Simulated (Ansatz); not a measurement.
Basis-set extrapolation for FH₅O₂Si₂, SMILES `O[SiH2]O[SiH2]F` (PBE0-D4/def2-TZVP geometry, frozen core, Ansatz). Multiplicity 1, RHF reference.

```
                      def2-TZVPP   def2-QZVPP
                 HF  -830.312612  -830.344771
    MP2 correlation    -0.963853    -1.046766
CCSD(T) correlation    -1.026469      not run
```

Energies in hartree. Use E(X) = E(∞) + A·exp(−7.88·√X) for Hartree–Fock and E(X) = E(∞) + B·X^(−2.97) for correlation, with X = 3 and 4, and add CCSD(T) minus MP2 of the smaller set to the MP2 limit.

Problem. What is the CCSD(T) energy at the basis-set limit?

Solution. HF limit: -830.344771 + (-0.032159) × 0.13774 = -830.34920. MP2 limit: -1.046766 + (-0.082913) × 0.74074 = -1.10818. Higher-order term: -1.026469 − (-0.963853) = -0.06262. Total: -831.52000 hartree, 475.0 kJ/mol below CCSD(T)/def2-TZVPP.
